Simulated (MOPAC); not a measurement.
MOPAC input (PM6):

```
PM6 FORCE THERMO(298,298) PRECISE LET GEO-OK AUX(PRECISION=9) THREADS=1
H6O3Si2

O    -0.91218552 1    0.55039129 1    1.38293442 1
Si   -0.27005674 1    0.35313855 1   -0.04250040 1
O    -1.32102962 1   -0.07895573 1   -1.13420433 1
O     0.61344637 1    1.57802146 1   -0.49211652 1
Si    1.07860985 1   -1.29649439 1    0.14962698 1
H    -1.34124919 1    0.75614125 1    2.14472121 1
H    -1.97196964 1   -0.21498853 1   -1.73793232 1
H     1.01254608 1    2.34099388 1   -0.74763178 1
H     0.36843681 1   -2.54519951 1    0.57571186 1
H     2.14478491 1   -1.02440327 1    1.16667848 1
H     1.76911087 1   -1.59988315 1   -1.14512853 1
```

Output:

```
 *******************************************************************************
 **                                                                           **
 **                              MOPAC v23.2.5                                **
 **                                                                           **
 *******************************************************************************
 ** MOPAC's Digital Object Identifier: https://doi.org/10.5281/zenodo.6511958 **
 **                                                                           **
 ** Please cite the open-source release paper for use of this MOPAC version:  **
 ** J. E. Moussa and J. J. P. Stewart (2026)                                  **
 ** MOPAC: An open-source semiempirical molecular orbital program             **
 ** J. Open Source Softw., 11(119), 8025, https://doi.org/10.21105/joss.08025 **
 *******************************************************************************

                              PM6 CALCULATION RESULTS

 *******************************************************************************
 *  PM6        - The PM6 Hamiltonian to be used
 *  GEO-OK     - OVERRIDE INTERATOMIC DISTANCE AND OTHER SAFETY CHECKS
 *  LET        - OVERRIDE SOME SAFETY CHECKS
 *  PRECISE    - TIGHTER CRITERIA TO BE USED
 *  FORCE      - FORCE CALCULATION SPECIFIED
 *  AUX        - OUTPUT AUXILIARY INFORMATION
 *  THERMO     - THERMODYNAMIC QUANTITIES TO BE CALCULATED
 *******************************************************************************
PM6 FORCE THERMO(298,298) PRECISE LET GEO-OK AUX(PRECISION=9) THREADS=1
 H6O3Si2

   ATOM   CHEMICAL          X               Y               Z
  NUMBER   SYMBOL      (ANGSTROMS)     (ANGSTROMS)     (ANGSTROMS)

     1       O         -0.91218552  *   0.55039129  *   1.38293442  *
     2      Si         -0.27005674  *   0.35313855  *  -0.04250040  *
     3       O         -1.32102962  *  -0.07895573  *  -1.13420433  *
     4       O          0.61344637  *   1.57802146  *  -0.49211652  *
     5      Si          1.07860985  *  -1.29649439  *   0.14962698  *
     6       H         -1.34124919  *   0.75614125  *   2.14472121  *
     7       H         -1.97196964  *  -0.21498853  *  -1.73793232  *
     8       H          1.01254608  *   2.34099388  *  -0.74763178  *
     9       H          0.36843681  *  -2.54519951  *   0.57571186  *
    10       H          2.14478491  *  -1.02440327  *   1.16667848  *
    11       H          1.76911087  *  -1.59988315  *  -1.14512853  *

          CARTESIAN COORDINATES

    NO.       ATOM           X           Y           Z

     1         O         -0.9122      0.5504      1.3829
     2        Si         -0.2701      0.3531     -0.0425
     3         O         -1.3210     -0.0790     -1.1342
     4         O          0.6134      1.5780     -0.4921
     5        Si          1.0786     -1.2965      0.1496
     6         H         -1.3412      0.7561      2.1447
     7         H         -1.9720     -0.2150     -1.7379
     8         H          1.0125      2.3410     -0.7476
     9         H          0.3684     -2.5452      0.5757
    10         H          2.1448     -1.0244      1.1667
    11         H          1.7691     -1.5999     -1.1451

 General Reference for PM6:
 "Optimization of Parameters for Semiempirical Methods V: Modification of NDDO Approximations
[...]
 VIBRATION         21    7E           ATOM PAIR      ENERGY CONTRIBUTION    RADIAL
 FREQUENCY           894.06         Si 5 -- H 10         +47.9% ( 56.9%)      0.4%
 TRANSITION DIPOLE   0.8247         Si 5 -- H  9         +37.1% ( 50.0%)      1.3%
 TRAVEL (Ang.)       0.4266         Si 5 -- H 11          +7.9% ( 23.1%)     23.1%
 REDUCED MASS        0.4145         O  1 -- Si 2          +2.2% ( 12.2%)     96.5%
 EFFECTIVE MASS      1.8169
 FORCE CONSTANT      0.1952

 VIBRATION         22    6A1          ATOM PAIR      ENERGY CONTRIBUTION    RADIAL
 FREQUENCY          2067.95         Si 5 -- H 10         +33.3% ( 57.8%)     97.5%
 TRANSITION DIPOLE   0.2710         Si 5 -- H  9         +33.3% ( 57.8%)     97.5%
 TRAVEL (Ang.)       0.3134         Si 5 -- H 11         +33.3% ( 57.8%)     97.5%
 REDUCED MASS        0.3320
 EFFECTIVE MASS      1.1302
 FORCE CONSTANT      0.8365

 VIBRATION         24    8E           ATOM PAIR      ENERGY CONTRIBUTION    RADIAL
 FREQUENCY          2104.38         Si 5 -- H 11         +66.3% ( 81.6%)     99.5%
 TRANSITION DIPOLE   0.0720         Si 5 -- H 10         +18.0% ( 42.6%)     90.3%
 TRAVEL (Ang.)       0.2502         Si 5 -- H  9         +15.5% ( 39.4%)     88.4%
 REDUCED MASS        0.5118         Si 2 -- Si 5          +0.2% (  4.8%)      0.0%
 EFFECTIVE MASS      1.4130
 FORCE CONSTANT      1.3353

 VIBRATION         26    9E           ATOM PAIR      ENERGY CONTRIBUTION    RADIAL
 FREQUENCY          2387.60         O  1 -- H  6         +62.0% ( 79.0%)    100.0%
 TRANSITION DIPOLE   1.8697         O  4 -- H  8         +33.0% ( 57.6%)    100.0%
 TRAVEL (Ang.)       0.2437         O  3 -- H  7          +4.5% ( 21.3%)     99.9%
 REDUCED MASS        0.4757         O  1 -- Si 2          +0.2% (  4.8%)     94.2%
 EFFECTIVE MASS      1.2934
 FORCE CONSTANT      1.5978

 VIBRATION         27    7A1          ATOM PAIR      ENERGY CONTRIBUTION    RADIAL
 FREQUENCY          2403.25         O  3 -- H  7         +33.2% ( 57.4%)     99.9%
 TRANSITION DIPOLE   0.8507         O  4 -- H  8         +33.2% ( 57.4%)     99.9%
 TRAVEL (Ang.)       0.2974         O  1 -- H  6         +33.2% ( 57.4%)     99.9%
 REDUCED MASS        0.3172         O  1 -- Si 2          +0.2% (  3.9%)     99.3%
 EFFECTIVE MASS      1.3123
 FORCE CONSTANT      1.0794

      SYMMETRY NUMBER FOR POINT-GROUP C3v =  3

          SYSTEM IS A GROUND STATE

 H6O3Si2

          MOLECULE IS NOT LINEAR

          THERE ARE 27 GENUINE VIBRATIONS IN THIS SYSTEM
          THIS THERMODYNAMICS CALCULATION IS LIMITED TO
          MOLECULES WHICH HAVE NO INTERNAL ROTATIONS

                    CALCULATED THERMODYNAMIC PROPERTIES
                                          *
   TEMP. (K)   PARTITION FUNCTION   H.O.F.    ENTHALPY  HEAT CAPACITY ENTROPY
                                   KCAL/MOL   CAL/MOLE    CAL/K/MOL  CAL/K/MOL

 298.00  VIB.     0.5748D+02                  3478.4145    24.6234    19.7236
         ROT.     0.6126D+05                   888.2803     2.9808    24.8856
         INT.     0.3521D+07                  4366.6948    27.6042    44.6091
         TRA.     0.1119D+28                  1480.4672     4.9680    40.0057
         TOT.                     -240.839    5847.1620    32.5722    84.6149

   *: NOTE: HEATS OF FORMATION ARE RELATIVE TO THE
            ELEMENTS IN THEIR STANDARD STATE AT 298K
              (=  Standard Enthalpy of Formation).

            Hvib:  Zero-point energy is not included.
                   frequencies of less than zero cm-1 are not included.
            Hrot = (3/2)RT
            Htra = (3/2)RT + pV = (5/2)RT

            Heat capacity is Cp, not Cv

          For more information, see: HTTP://OpenMOPAC.net/Manual/thermochemistry.html

           FORCE CONSTANT IN CARTESIAN COORDINATES (Millidynes/A)

    ATOM   CHEMICAL       X               Y               Z
   NUMBER   SYMBOL  FORCE CONSTANT  FORCE CONSTANT  FORCE CONSTANT

      1       O        5.727923        0.646349        0.712173
      2      Si        5.715986        5.476698        3.961509
      3       O        1.313350        5.059894        0.713201
      4       O        1.310605        2.190011        3.585828
      5      Si        4.065751        4.001109        3.591792
      6       H        3.224363        0.177334        0.237938
      7       H        0.533612        2.867023        0.239000
      8       H        0.532065        1.011501        2.096069
      9       H        0.543172        0.883442        1.637737
     10       H        0.544288        2.227726        0.292335
     11       H        2.490760        0.282031        0.291559

 **********************
 *                    *
 * JOB ENDED NORMALLY *
 *                    *
 **********************

 == MOPAC DONE ==
```
